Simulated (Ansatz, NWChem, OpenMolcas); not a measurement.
**How basis sets differ on C3H7Br (1-bromopropane)**

C3H7Br has 11 atoms, charge 0, and is taken as a singlet. SMILES: `CCCBr`. The shape is that of a PBE0-D4/def2-TZVP optimisation. This is one conformer, not always the lowest.

```
atom    x (Å)    y (Å)    z (Å)
   C  -0.5554   1.1763   0.1746
   C  -0.2327  -0.2582   0.5483
   C   0.7512  -0.9334  -0.3765
  Br   0.0426  -1.1652  -2.1816
   H  -1.0205   1.2289  -0.8116
   H  -1.2428   1.6215   0.8964
   H   0.3494   1.7899   0.1510
   H  -1.1480  -0.8548   0.5988
   H   0.2126  -0.2882   1.5510
   H   1.6645  -0.3523  -0.4995
   H   1.0046  -1.9374  -0.0427
```

Quantity: the atomisation enthalpy at 298 K, in kJ/mol. The values are calculated. The thermal term (zero-point and 298 K enthalpy, harmonic and unscaled) is that of B3LYP/6-31G*; the spin-orbit lowering of the free atoms at 298 K, 14.7 kJ/mol by their spectra, is taken off.

Measured value to compare with: CRC Handbook of Chemistry and Physics gives the atomisation enthalpy at 298 K of the gas as 3875 kJ/mol.

```
                        level          kind     program  value (kJ/mol)  computed − measured  CPU time (all runs)
                    HF/STO-3G  Hartree–Fock  OpenMolcas            3657                 -218                  7 s
HF/SBKJC-VDZ (core potential)  Hartree–Fock      NWChem            2672                -1203                4.7 s
  HF/LANL2DZ (core potential)  Hartree–Fock      NWChem            2700                -1175                5.9 s
                     HF/3-21G  Hartree–Fock      Ansatz            2761                -1114                2.2 s
                     HF/MIDI!  Hartree–Fock      NWChem            2707                -1168                8.5 s
               HF/DGauss-DZVP  Hartree–Fock      NWChem            2835                -1040                 31 s
                  HF/def2-SVP  Hartree–Fock      NWChem            2905                 -970                 46 s
                 HF/jorge-DZP  Hartree–Fock      NWChem            2814                -1061                 49 s
```

Nearest: HF/STO-3G (-218 kJ/mol); farthest: HF/SBKJC-VDZ (core potential) (-1203 kJ/mol). All-electron rows without a relativistic Hamiltonian named are non-relativistic, while core potentials hold scalar relativity, so basis and relativity change together. Without the sets that lack polarisation functions the rows with a basis span only 2707 to 2905 kJ/mol. CPU times are rough (shared hosts, several kinds of processor): they show what a rung costs within a factor of a few.
